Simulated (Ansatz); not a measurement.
Si₃S₄⁻. Total charge -1; doublet. Geometry PBE-D4/def2-SVPD, basis def2-TZVPD, Ansatz.

```xyz
7

Si   -1.121    0.910   -1.059
Si    1.503   -1.549    0.439
Si    0.814    0.713    1.226
S    -1.304   -0.150    0.765
S     1.786   -2.840    1.979
S    -2.471    1.150   -2.506
S     0.792    1.767   -0.845
```

```json
{"run": "A", "HOMO (eV)": "-1.67", "LUMO (eV)": "0.13"}
{"run": "B", "HOMO (eV)": "-1.22", "LUMO (eV)": "-0.18"}
{"run": "C", "HOMO (eV)": "-4.30", "LUMO (eV)": "3.18"}
{"run": "D", "HOMO (eV)": "-0.97", "LUMO (eV)": "-0.31"}
{"run": "E", "HOMO (eV)": "-1.02", "LUMO (eV)": "-0.57"}
{"run": "F", "HOMO (eV)": "-1.91", "LUMO (eV)": "0.32"}
```

B3LYP takes the VWN-RPA correlation. Another isomer (doublet) lies 0.88 eV lower at PBE0-D4/def2-TZVPD; other spin states weren't run for this one.

HOMO and LUMO are taken over both spins.

Problem. The runs used B3LYP, HF, LDA (SPW92), PBE, PBE0, r2SCAN. Estimate which is which.

Solution. A B3LYP (20 % exact exchange); B r2SCAN (0 % exact exchange); C HF (100 % exact exchange); D PBE (0 % exact exchange); E LDA (SPW92) (0 % exact exchange); F PBE0 (25 % exact exchange). Exact exchange lowers occupied and raises empty levels; among semilocal functionals meta-GGAs tend to open the gap a little, and such runs are hard to tell apart. The gap grows from 0.46 eV (LDA (SPW92)) to 7.48 eV (HF).
